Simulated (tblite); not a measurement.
A geometry optimisation, step by step.

Compound: C7H13AlO.
SMILES with atom numbers: `[AlH3-:1][O+:2]1[CH2:3][C@@H:4]2[CH:5]=[CH:6][CH2:7][C@H:8]1[CH2:9]2` (hydrogens: H10, H11, H12 on Al1; H13, H14 on C3; H15 on C4; H16 on C5; H17 on C6; H18, H19 on C7; H20 on C8; H21, H22 on C9)
Bond orders are those of one Lewis drawing.

Computed with GFN2-xTB (tblite), gas phase: L-BFGS steps from a force-field or distance-geometry start until the largest atomic force falls under 0.01 eV/Å. 5 of its 86 geometries are shown.

Step 0: E = -728.1259 eV, largest atomic force 2.748 eV/Å
```
atom  x, y, z in Å  |  force x, y, z in eV/Å
Al1     2.708    0.073   -0.001    2.535  -0.030  -0.126
O2      0.944    0.321   -0.371    2.288   0.940   0.854
C3      0.344   -0.670   -1.083   -0.921  -1.422  -2.163
C4     -0.825   -1.206   -0.285    0.250  -1.141   1.317
C5     -2.095   -0.517   -0.533   -0.984   1.964  -0.359
C6     -2.116    0.811   -0.307   -1.019  -0.856  -0.113
C7     -0.928    1.543    0.197    0.098   1.515  -0.019
C8      0.169    0.635    0.738   -1.162  -0.160   0.967
C9     -0.372   -0.740    1.114   -0.262  -0.116   0.346
H10     3.485    1.317   -0.649   -0.629   0.065   0.094
H11     3.030   -0.091    1.545   -0.605   0.083   0.054
H12     3.167   -1.246   -0.791   -0.493  -0.002   0.030
H13     1.057   -1.501   -1.209    0.073   0.225  -0.457
H14     0.016   -0.245   -2.054    0.129  -0.432   0.090
H15    -0.885   -2.308   -0.314   -0.156   0.424  -0.224
H16    -3.001   -0.989   -0.894    0.384  -0.211   0.029
H17    -3.034    1.387   -0.487    0.544  -0.250   0.153
H18    -0.482    2.064   -0.686   -0.184  -0.024   0.490
H19    -1.163    2.357    0.923   -0.224  -0.611  -0.409
H20     0.724    1.083    1.587    0.170  -0.043  -0.678
H21     0.461   -1.376    1.458   -0.324   0.279   0.187
H22    -1.218   -0.684    1.817    0.492  -0.197  -0.066
```

Step 21: E = -728.9301 eV, largest atomic force 0.085 eV/Å
```
atom  x, y, z in Å  |  force x, y, z in eV/Å
Al1     2.916    0.087   -0.005   -0.022   0.012  -0.013
O2      1.063    0.153   -0.342   -0.022  -0.005  -0.032
C3      0.312   -0.768   -1.127   -0.022  -0.048  -0.012
C4     -0.843   -1.242   -0.215    0.033  -0.017  -0.029
C5     -2.091   -0.480   -0.563    0.039   0.008  -0.031
C6     -2.091    0.827   -0.354   -0.010   0.014  -0.013
C7     -0.893    1.545    0.200    0.001   0.051   0.014
C8      0.201    0.597    0.703    0.002  -0.025   0.028
C9     -0.397   -0.723    1.158   -0.002  -0.067   0.012
H10     3.316    1.470   -0.632   -0.017   0.025   0.006
H11     2.905   -0.007    1.581    0.026  -0.023  -0.036
H12     3.237   -1.243   -0.804   -0.011   0.064   0.022
H13     0.985   -1.572   -1.435    0.003   0.022   0.021
H14    -0.072   -0.253   -2.016    0.016  -0.083   0.011
H15    -0.978   -2.321   -0.248   -0.051   0.022  -0.031
H16    -2.941   -1.005   -0.969    0.012   0.011   0.029
H17    -2.962    1.430   -0.556    0.017   0.059  -0.043
H18    -0.466    2.206   -0.560    0.004   0.003  -0.061
H19    -1.207    2.186    1.025   -0.057   0.020   0.042
H20     0.840    1.089    1.439    0.030   0.001   0.022
H21     0.386   -1.343    1.592    0.022  -0.041   0.043
H22    -1.229   -0.615    1.847    0.009  -0.004   0.051
```

Step 42: E = -728.9891 eV, largest atomic force 0.122 eV/Å
```
atom  x, y, z in Å  |  force x, y, z in eV/Å
Al1     2.849    0.273   -0.083   -0.022  -0.036   0.039
O2      1.015    0.042   -0.376    0.019   0.015   0.018
C3      0.290   -0.987   -1.058    0.030   0.057   0.022
C4     -0.930   -1.271   -0.167   -0.050   0.008   0.036
C5     -2.065   -0.388   -0.611   -0.058   0.011  -0.046
C6     -1.980    0.922   -0.456    0.006   0.004   0.102
C7     -0.819    1.553    0.252    0.050  -0.010   0.011
C8      0.218    0.524    0.707    0.023   0.010  -0.016
C9     -0.425   -0.767    1.185    0.034   0.034   0.050
H10     2.941    1.780   -0.518   -0.013   0.032  -0.015
H11     2.969   -0.007    1.474    0.013  -0.030  -0.011
H12     3.317   -0.892   -1.033    0.023   0.033  -0.074
H13     0.947   -1.852   -1.176    0.030   0.033   0.028
H14    -0.003   -0.623   -2.047   -0.004  -0.011  -0.025
H15    -1.204   -2.322   -0.160   -0.039  -0.063  -0.048
H16    -2.921   -0.841   -1.080   -0.022  -0.086  -0.083
H17    -2.761    1.588   -0.796    0.041  -0.035   0.063
H18    -0.327    2.288   -0.390    0.005   0.012  -0.040
H19    -1.190    2.087    1.132    0.008   0.034  -0.029
H20     0.915    0.977    1.420   -0.004  -0.027  -0.021
H21     0.359   -1.420    1.570   -0.018  -0.058   0.093
H22    -1.206   -0.644    1.931   -0.051   0.073  -0.053
```

Step 64: E = -729.0463 eV, largest atomic force 0.075 eV/Å
```
atom  x, y, z in Å  |  force x, y, z in eV/Å
Al1     2.800    0.426   -0.204   -0.006   0.011   0.039
O2      1.012   -0.058   -0.338    0.015   0.016   0.019
C3      0.320   -1.147   -0.956   -0.019   0.006   0.060
C4     -0.977   -1.295   -0.149   -0.026   0.018   0.015
C5     -2.019   -0.341   -0.675   -0.003  -0.028   0.001
C6     -1.894    0.959   -0.461   -0.046  -0.016   0.005
C7     -0.726    1.540    0.276   -0.047   0.010  -0.036
C8      0.237    0.452    0.750   -0.029  -0.019  -0.014
C9     -0.524   -0.776    1.221   -0.035  -0.057  -0.033
H10     2.595    1.987   -0.324    0.012   0.009   0.008
H11     3.116   -0.136    1.245    0.027   0.006   0.012
H12     3.327   -0.405   -1.426   -0.020  -0.005  -0.051
H13     0.948   -2.038   -0.884    0.032  -0.030  -0.010
H14     0.146   -0.922   -2.011   -0.027   0.052   0.023
H15    -1.340   -2.323   -0.134    0.022   0.056  -0.012
H16    -2.853   -0.747   -1.227    0.019  -0.012   0.029
H17    -2.646    1.656   -0.801    0.054   0.016  -0.038
H18    -0.188    2.231   -0.379    0.055  -0.013  -0.015
H19    -1.078    2.124    1.131   -0.012  -0.029   0.021
H20     0.949    0.855    1.478    0.006  -0.012  -0.035
H21     0.147   -1.480    1.715   -0.010   0.005  -0.003
H22    -1.363   -0.541    1.872    0.036   0.016   0.016
```

Step 85: E = -729.0558 eV, largest atomic force 0.009 eV/Å
```
atom  x, y, z in Å  |  force x, y, z in eV/Å
Al1     2.795    0.453   -0.217    0.002  -0.003  -0.001
O2      1.023   -0.089   -0.294   -0.007   0.005   0.002
C3      0.315   -1.157   -0.930    0.004   0.002  -0.001
C4     -0.989   -1.300   -0.131    0.006  -0.002  -0.002
C5     -2.017   -0.346   -0.680    0.001   0.001  -0.001
C6     -1.868    0.956   -0.494    0.003   0.002   0.000
C7     -0.708    1.527    0.264    0.005  -0.001   0.004
C8      0.233    0.434    0.774   -0.003   0.003   0.002
C9     -0.549   -0.784    1.242    0.003   0.003   0.003
H10     2.563    2.016   -0.255   -0.003  -0.003   0.001
H11     3.207   -0.153    1.188    0.000   0.002  -0.003
H12     3.254   -0.301   -1.519   -0.001  -0.006  -0.005
H13     0.933   -2.057   -0.883    0.004   0.005  -0.002
H14     0.136   -0.900   -1.976    0.003  -0.002   0.001
H15    -1.353   -2.326   -0.122   -0.004  -0.001   0.004
H16    -2.847   -0.754   -1.234   -0.004   0.000  -0.005
H17    -2.585    1.666   -0.877   -0.004   0.003  -0.004
H18    -0.136    2.200   -0.382   -0.001  -0.002   0.002
H19    -1.077    2.121    1.105    0.002  -0.005   0.000
H20     0.937    0.839    1.508   -0.005   0.000  -0.001
H21     0.108   -1.493    1.745    0.002  -0.002   0.005
H22    -1.386   -0.531    1.887   -0.002  -0.001   0.000
```

Q: Summarise the path.

A: The energy falls by 89.73 kJ/mol from step 0 to step 85; nine tenths of that is first reached at step 35. It falls at every step. The largest force goes from 2.748 to 0.009 eV/Å. Among the bonds O2–C3 changes most, from 1.359 to 1.430 Å; the atoms move by 0.547 Å rms after alignment.

What follows is the cost of the whole relaxation. The run took 0.79 s on one thread, Arm Neoverse V1 (aarch64) (shared host).
